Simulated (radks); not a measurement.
Effect of the nuclear size on neutral cadmium, [Kr] 4d10 5s2. Calculated with a radial shooting solver on a logarithmic mesh with Libxc functionals: Dirac Kohn-Sham, relativistic LDA (MacDonald-Vosko exchange, VWN5 correlation), spin-unpolarised, spherical densities, finite nucleus; Fermi nuclear charge, rms radius 4.6087 fm. The rms radius is varied about that value; shifts are against it.

\begin{tabular}{lrrrrrrr}
rms radius (fm) & total energy shift (eV) & density at nucleus (e/bohr^3) & 1s1/2 shift (meV) & 2s1/2 shift (meV) & 4s1/2 shift (meV) & 4p1/2 shift (meV) & 5s1/2 shift (meV) \\ \hline
3.8252 & -1.00 & 1.619e+05 & -419 & -47.2 & -1.66 & 0.162 & -0.079 \\
4.3045 & -0.408 & 1.593e+05 & -171 & -19.2 & -0.677 & 0.066 & -0.032 \\
4.6087 & 0 & 1.577e+05 & 0.000 & 0.000 & 0.000 & 0.000 & 0.000 \\
4.8898 & 0.398 & 1.564e+05 & 167 & 18.8 & 0.661 & -0.065 & 0.031 \\
5.2908 & 1.00 & 1.547e+05 & 419 & 47.2 & 1.66 & -0.162 & 0.078 \\
\end{tabular}

Slopes of the eigenvalues against <r^2> in GHz/fm^2, as finite differences over the two radii next to the reference (eigenvalue slopes, not the field-shift constants of lines): 1s1/2 15200, 2s1/2 1710, 4s1/2 60.1, 4p1/2 -5.87, 5s1/2 2.84.
